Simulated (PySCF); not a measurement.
C₆ coefficients of unlike pairs at wB97X-V

Calculated with PySCF 2.14 from the dipole response of each species, C₆(A,B) = (3/π) ∫ α_A(iu) α_B(iu) du, in atomic units, from isotropic polarisabilities. For ions this is the dispersion term alone; charge-induced terms of lower order in 1/R come first.

| species | configuration | basis | relativity | α (bohr³) | C₆ (like pair) |
| --- | --- | --- | --- | --- | --- |
| Xe | [Xe] (1S) | aug-cc-pwCVTZ-PP with ECP28MDF (8s7p6d4f1g) | core potential | 27.38 | 292.0 |
| Mg⁺ | [Ne] 3s1 (2S) | dyall-acv3z (20s13p7d4f) | spin-free X2C | 36.03 | 160.6 |
| I²⁺ | [Kr] 4d10 5s2 5p3 (4S) | x2c-TZVPPall with one added diffuse shell each of s, p, d, f type (9s7p5d3f) | spin-free X2C | 13.81 | 96.71 |

Q: Estimate C₆ for I²⁺ with Xe.

A: The integral gives 166.7. The combination rule 2 C_A C_B / (C_A α_B/α_A + C_B α_A/α_B) gives 166.6 and the geometric mean 168.1.

No spin-orbit coupling is included.

The other pairs:

```tsv
pair	C₆
Mg⁺, Xe	187.1
I²⁺, Mg⁺	100.9
```
